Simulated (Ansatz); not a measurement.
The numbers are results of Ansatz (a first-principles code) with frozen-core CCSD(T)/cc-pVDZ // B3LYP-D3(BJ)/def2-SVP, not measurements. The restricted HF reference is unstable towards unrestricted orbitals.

Ansatz 0.2 input:
```yaml
crystal:
  periodic: [false, false, false]
  atoms:
    - { symbol: O, position_ang: [3.755476, -0.406659, 0.867236] }
    - { symbol: C, position_ang: [3.025638, 0.007753, -0.006789] }
    - { symbol: C, position_ang: [1.54825, -0.024225, 0.058645] }
    - { symbol: C, position_ang: [0.893608, -0.537558, 1.136985] }
    - { symbol: C, position_ang: [-0.577008, -0.524255, 1.101861] }
    - { symbol: C, position_ang: [-1.148261, 0.001541, -0.007019] }
    - { symbol: C, position_ang: [-2.622254, 0.095118, -0.212527] }
    - { symbol: F, position_ang: [-2.999319, -0.578398, -1.317175] }
    - { symbol: F, position_ang: [-3.004822, 1.375367, -0.387776] }
    - { symbol: F, position_ang: [-3.328641, -0.397503, 0.818885] }
    - { symbol: Si, position_ang: [0.236612, 0.55715, -1.167285] }
    - { symbol: H, position_ang: [3.456074, 0.450353, -0.940653] }
    - { symbol: H, position_ang: [1.436681, -0.945426, 1.995574] }
    - { symbol: H, position_ang: [-1.158982, -0.924132, 1.937161] }
    - { symbol: H, position_ang: [0.245805, -0.173506, -2.463382] }
    - { symbol: H, position_ang: [0.241141, 2.024381, -1.413743] }
basis:
  gaussian: { orbitals: cc-pVDZ }
correlation:
  method: ccsd_t
```

Output:

```
Functional definition: HF
1704 factors; integrals over basis functions are off by at most 9.6e-4 eV
mean field evaluation 1: about -24271.0791 eV, gradient 5.6e1 eV
mean field evaluation 2: about -24271.4994 eV, gradient 5.7e1 eV
mean field evaluation 4: about -24278.8845 eV, gradient 6.4e0 eV
mean field evaluation 8: about -24279.0556 eV, gradient 6.3e-1 eV
mean field evaluation 16: about -24279.0594 eV, gradient 5.0e-6 eV
mean field evaluation 32: about -24270.1801 eV, gradient 3.5e1 eV
mean field -24279.05942879 eV, -892.2389770705 hartree, gradient 5.0e-6 eV, S^2 0.000000; 0 other end points of the search recorded, 0 dependent functions left out; unrestricted orbitals would lower it
15 core orbitals not correlated
reference -24279.05942879 eV, -892.2389770705 hartree; 30, 30 occupied and 138, 138 virtual orbitals, 1704 factors
second order -43.47419554 eV of doubles, -0.00000000 eV of singles
cycle   1  -43.50919708 eV  change   -3.5e-2 eV  update   1.7e-1
cycle   2  -44.65940325 eV  change    -1.2e0 eV  update   5.2e-2
cycle   3  -44.97179848 eV  change   -3.1e-1 eV  update   2.9e-2
cycle   4  -44.96290593 eV  change    8.9e-3 eV  update   8.2e-3
cycle   5  -44.95674876 eV  change    6.2e-3 eV  update   4.4e-3
cycle   6  -44.95959175 eV  change   -2.8e-3 eV  update   1.5e-3
cycle   7  -44.95942345 eV  change    1.7e-4 eV  update   7.1e-4
cycle   8  -44.95897156 eV  change    4.5e-4 eV  update   2.9e-4
cycle   9  -44.95897799 eV  change   -6.4e-6 eV  update   1.4e-4
cycle  10  -44.95913905 eV  change   -1.6e-4 eV  update   5.8e-5
cycle  11  -44.95904750 eV  change    9.2e-5 eV  update   2.5e-5
cycle  12  -44.95905845 eV  change   -1.1e-5 eV  update   1.1e-5
perturbative correction -1.51458185 eV, -0.0556598565 hartree
Total energy: -24325.53306910 eV, -893.9468518508 hartree
```

Cost: about 11 core-minutes (a rough figure).
